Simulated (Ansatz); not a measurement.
Compare A (`CO[SiH](N)Br`) with its isomer B (`OCN[SiH2]Br`).

Calculated with Ansatz (gas phase, PBE0-D4/def2-TZVP geometries, no zero-point term in ΔE). CBS: MP2 limit from def2 TZ/QZ plus the TZ coupled-cluster correction, frozen cores. DFT in def2-TZVPP. For Br outer-core shells are correlated without core-valence functions, which leaves a few kJ/mol of doubt a bond. Scalar relativity is left out up to krypton. One conformer a species, not always the lowest.

Question: Which isomer does CCSD(T)/CBS put lower? Give the gap. (Estimate.)

Answer: Computed: A, by 37.6 kcal/mol.

Question: Give E(B) − E(A) in kcal/mol with r2SCAN-D4, PBE-D4, CCSD/def2-TZVPP, B2PLYP, PBE0-D4, ωB97M-V, HF/def2-TZVPP. (An estimate is asked.)

Answer: The calculation gave: r2SCAN-D4 37.5, PBE-D4 34.1, CCSD/def2-TZVPP 37.2, B2PLYP 37.6, PBE0-D4 35.2, ωB97M-V 37.4, HF/def2-TZVPP 38.6. None reverses the order clearly.

Largest T1 diagnostic: 0.009.

From PBE to PBE0 (25 % exact exchange), in def2-TZVPP and without D4, E(B) − E(A) moves by +1.2 kcal/mol.
